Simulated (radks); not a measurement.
Effect of the nuclear size on the ytterbium ion Yb+, [Xe] 4f14 6s1. Calculated with a radial shooting solver on a logarithmic mesh with Libxc functionals: Dirac Kohn-Sham, BLYP, spin-unpolarised, spherical densities, finite nucleus; Fermi nuclear charge, rms radius 5.3108 fm. The rms radius is varied about that value; shifts are against it.

| rms radius (fm) | total energy shift (eV) | density at nucleus (e/bohr^3) | 1s1/2 shift (meV) | 2s1/2 shift (meV) | 5s1/2 shift (meV) | 5p1/2 shift (meV) | 6s1/2 shift (meV) | 4f7/2 shift (meV) | 6p1/2 (empty) shift (meV) |
|---|---|---|---|---|---|---|---|---|---|
| 4.3389 | -13.3 | 1.093e+06 | -5450 | -740 | -5.89 | 0.283 | -0.471 | 0.719 | 0.105 |
| 4.8275 | -6.87 | 1.058e+06 | -2800 | -381 | -3.03 | 0.145 | -0.242 | 0.370 | 0.054 |
| 5.3108 | 0 | 1.027e+06 | 0.000 | 0.000 | 0.000 | 0.000 | 0.000 | 0.000 | 0.000 |
| 5.7357 | 6.41 | 1.003e+06 | 2620 | 356 | 2.83 | -0.135 | 0.226 | -0.345 | -0.050 |
| 5.8631 | 8.40 | 9.962e+05 | 3430 | 466 | 3.71 | -0.177 | 0.296 | -0.453 | -0.066 |

Slopes of the eigenvalues against <r^2> in GHz/fm^2, as finite differences over the two radii next to the reference (eigenvalue slopes, not the field-shift constants of lines): 1s1/2 137000, 2s1/2 18600, 5s1/2 148, 5p1/2 -7.08, 6s1/2 11.8, 4f7/2 -18.0, 6p1/2 (empty) -2.63.
